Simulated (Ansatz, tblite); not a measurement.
Forces on trans-MnF2(NH3)4 (MnN₄F₂H₁₂) at its PBE-D4/def2-SVP geometry. Total charge 0; doublet.

The xTB rows come from tblite. Correlated methods freeze 11 core orbitals; core or outer-core shells of Mn are correlated, in sets that lack core-valence functions. At r2SCAN-D4/def2-TZVP, B2PLYP/def2-TZVP the charge 0 doublet is spin-contaminated (final ⟨S²⟩ up to 1.07, 0.75 for a pure state). The order of the spin states hangs on the level: the sextet lies 2.12 eV below the doublet at PBE0-D4/def2-TZVP, but 2.18 eV above it at GFN2-xTB.

GFN2-xTB (tblite), largest force 1.13 eV/Å:

```xyz
19
positions Å, forces eV/Å
Mn   -0.001   -0.001    0.000   -0.001    0.000   -0.012
F     0.479    1.839   -0.405    0.413   -0.040    0.067
F    -0.478   -1.844    0.397   -0.410    0.042   -0.066
N     1.451   -1.020   -1.024    0.684   -0.749   -0.507
H     1.521   -0.969   -2.051   -0.116   -0.078    0.496
H     1.004   -1.927   -0.752    0.573    0.529   -0.462
H     2.424   -1.010   -0.678   -0.498   -0.035   -0.135
N    -1.449    1.027    1.024   -0.669    0.751    0.499
H    -1.515    0.981    2.052    0.112    0.071   -0.474
H    -2.423    1.029    0.683    0.494    0.028    0.126
H    -0.990    1.928    0.748   -0.584   -0.516    0.463
N    -1.087    0.332   -1.705   -0.492    0.382   -0.945
H    -0.908   -0.201   -2.569    0.001    0.298    0.399
H    -0.659    1.284   -1.790   -0.470   -0.707   -0.281
H    -2.113    0.433   -1.649    0.510   -0.008   -0.003
N     1.082   -0.339    1.707    0.479   -0.385    0.940
H     0.895    0.185    2.575    0.005   -0.294   -0.400
H     2.109   -0.434    1.657   -0.509    0.000    0.001
H     0.656   -1.293    1.779    0.478    0.711    0.296
```

r2SCAN-D4/def2-TZVP (Ansatz), largest force 0.86 eV/Å:

```
Mn -0.004 -0.002 -0.011
F 0.335 0.435 -0.060
F -0.331 -0.427 0.066
N 0.536 -0.593 -0.330
H -0.057 -0.036 0.578
H 0.354 0.550 -0.255
H -0.543 -0.007 -0.186
N -0.514 0.593 0.328
H 0.053 0.029 -0.555
H 0.538 -0.003 0.173
H -0.362 -0.534 0.251
N -0.398 0.334 -0.685
H -0.079 0.296 0.472
H -0.313 -0.615 -0.041
H 0.562 -0.054 -0.021
N 0.383 -0.336 0.681
H 0.085 -0.291 -0.475
H -0.562 0.046 0.017
H 0.317 0.614 0.053
```

B2PLYP/def2-TZVP (Ansatz), largest force 1.19 eV/Å:

```
Mn -0.002 -0.002 -0.014
F 0.393 0.385 -0.038
F -0.390 -0.378 0.047
N 0.751 -0.812 -0.445
H -0.074 -0.036 0.677
H 0.447 0.673 -0.317
H -0.667 -0.003 -0.234
N -0.727 0.815 0.443
H 0.068 0.028 -0.655
H 0.662 -0.008 0.221
H -0.458 -0.655 0.313
N -0.564 0.461 -0.940
H -0.088 0.343 0.560
H -0.396 -0.758 -0.058
H 0.695 -0.073 -0.029
N 0.549 -0.464 0.935
H 0.095 -0.337 -0.563
H -0.694 0.064 0.025
H 0.400 0.757 0.073
```
